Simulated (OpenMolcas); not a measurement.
**Co3+: moving or changing the point charges**

Co3+ among 8 point charges of -1.6 e arranged as a cube (Oh), 2.09 Å from the ion.

* Program: OpenMolcas
* Method: SS-CASPT2, IPEA 0.25 Eh, imaginary shift 0.1 Eh (closed shells correlated: 3s 3p)
* Basis: ANO-RCC-VDZP [5s4p2d1f]
* Scalar Hamiltonian: DKH2, point nucleus
* Active space: 6 electrons in 5 orbitals (3d)
* State averaging: 2S+1 = 5 even, 5 roots; 2S+1 = 3 even, 45 roots; 2S+1 = 1 even, 50 roots
* Spin-orbit coupling: state interaction with AMFI integrals over the reference wave functions

Runs around this geometry, states (labels of O, the rotations of Oh). Energies in cm-1 above the lowest state or level, χT in cm3 K/mol.

```tsv
R (Å)	q (e)	Ground state	First state of that spin	First gap with spin-orbit (degeneracies)	χT at 300 K	First state of another spin
2.09	-0.8	5E	5T2 1310	48 (1, 3)	4.581	3T1 24200
2.01	-1.6	5E	5T2 3190	38 (1, 3)	3.740	3T1 24270
2.09	-1.6	5E	5T2 2670	41 (1, 3)	3.880	3T1 24430
2.2	-1.6	5E	5T2 2090	45 (1, 3)	4.096	3T1 24550
```

Taking the first state of the same spin as R^-n, n = -ln(2090 / 3190) / ln(2.2 / 2.01) = 4.7 between the shortest and longest distance.

Scaling the charges by -0.8 / -1.6 = 0.50 scales the first state of the same spin by 1310 / 2670 = 0.49; with fixed orbitals a first-order splitting would follow the charge.

Roots that are degenerate in the reference are averaged as groups; the widest CASPT2 spread within a group is 470 cm-1 (the 3-fold group of multiplicity 3 near 64000 cm-1 above the lowest state of its run, R = 2.09, q = -1.6). Shifts and gaps below about the spread of the groups concerned are not significant. An orbital doublet at a regular site is open to a Jahn-Teller distortion, which this geometry leaves out. Point charges give a weaker field than real ligands, and real ions of this kind are often low spin; the high spin found here belongs to the model. The ground term spreads over less than 5000 cm-1, several times less than with real ligands, so orbital moments are less quenched and χT lies further from the spin-only value than at real sites. Free-ion shares, where given, are those of the reference states; single-state CASPT2 does not remix them. Point charges carry no covalency, so the field is a model and not that of real ligands. No measured value stands beside these numbers.
